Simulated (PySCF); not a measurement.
**Deuteron quadrupole couplings in `CO[C@@](C)(CC#N)[SiH2]N`**

Species: C5H12N2OSi.
Geometry (GFN2-xTB, Å), atoms numbered from 1 in this order:
```
atom  x, y, z in Å
C1    -1.465   -0.603    1.935
O2    -0.216   -0.612    1.287
C3    -0.138   -0.118   -0.053
C4    -1.167   -0.753   -0.981
C5    -0.311    1.417   -0.067
C6    -0.115    1.954   -1.382
N7     0.022    2.382   -2.435
Si8    1.658   -0.635   -0.504
N9     2.605    0.113    0.722
H10   -2.188   -1.262    1.444
H11   -1.276   -0.976    2.941
H12   -1.889    0.404    2.008
H13   -2.180   -0.412   -0.764
H14   -0.934   -0.484   -2.009
H15   -1.135   -1.836   -0.892
H16    0.422    1.864    0.610
H17   -1.318    1.700    0.264
H18    2.075   -0.046   -1.773
H19    1.662   -2.102   -0.566
H20    3.605   -0.001    0.694
H21    2.274    0.024    1.672
```

Level: PBE0/pcSseg-1 (PySCF, non-relativistic); Q(2H) = 0.00286 b; rigid geometry, the same for H and D, with no vibrational averaging.

Question: Rank these positions by the coupling χzz of a deuteron there, largest first.
A. H18 (Si–H hydrogen)
B. H21 (N–H hydrogen)
C. H14 (methyl hydrogen)
D. H10 (methyl hydrogen)
E. H20 (N–H hydrogen)

Answer: E (289 kHz), B (283 kHz), C (208 kHz), D (197 kHz), A (109 kHz).

Question: What are Vzz, η and χzz (234.96 MHz × Q × Vzz) at all hydrogens?

Answer: 
```tsv
atom	bonded to	bond length (Å)	Vzz (au)	η	χzz (kHz)
H10	C1	1.095	0.2934	0.07	197
H11	C1	1.090	0.3042	0.06	204
H12	C1	1.096	0.2934	0.08	197
H13	C4	1.091	0.3082	0.02	207
H14	C4	1.087	0.3096	0.03	208
H15	C4	1.088	0.3131	0.02	210
H16	C5	1.093	0.2950	0.03	198
H17	C5	1.096	0.2939	0.04	198
H18	Si8	1.460	0.1616	0.03	109
H19	Si8	1.468	0.1571	0.03	106
H20	N9	1.007	0.4296	0.16	289
H21	N9	1.009	0.4205	0.15	283
```

Question: Average by the element that carries the hydrogen.

Answer: on C: 203 kHz over 8 positions, mean bond length 1.092 Å; on Si: 107 kHz over 2 positions, mean bond length 1.464 Å; on N: 286 kHz over 2 positions, mean bond length 1.008 Å.

Question: How does χzz go with the bond length over the 8 C–H bonds?

Answer: A straight-line fit has a slope of -14.9 kHz for each 0.01 Å, with a correlation coefficient of -0.92, over lengths from 1.087 to 1.096 Å. The longer bonds have the smaller couplings here.

Question: Give the 2H NMR doublet splittings at H18 for a magnetic field along the z, y and x axes of the gradient: 3χ/2, 3χ(1 + η)/4, 3χ(1 − η)/4.

Answer: With |χ| = 108.6 kHz and η = 0.028: 163, 84 and 79 kHz, to first order and without motion.

The structure is a single GFN2-xTB conformer in the gas phase; no vibrational or solvent corrections. GFN2-xTB bond lengths can be off by several hundredths of an ångström, more for odd bonds, and the gradients follow them. These gradients aren't converged with respect to the basis.
